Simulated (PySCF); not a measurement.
Radial density of Ca²⁺ (calcium, charge +2)

PBE, [Ar], closed-shell 1S. All numbers are calculated (PySCF 2.14, no relativity, point nucleus, in pcseg-2 (6s4p3d, 33 functions)).

```
r (bohr)  4πr²ρ (e/bohr)
 0.00151          0.1435
 0.00254          0.3898
 0.00427           1.029
 0.00718           2.591
  0.0121           6.025
  0.0203           12.28
  0.0342           20.10
  0.0575           23.34
  0.0967           18.48
   0.163           19.14
   0.274           24.30
   0.460           11.40
   0.774           6.601
    1.30           6.239
    2.19          0.9800
    3.68         0.01556
```
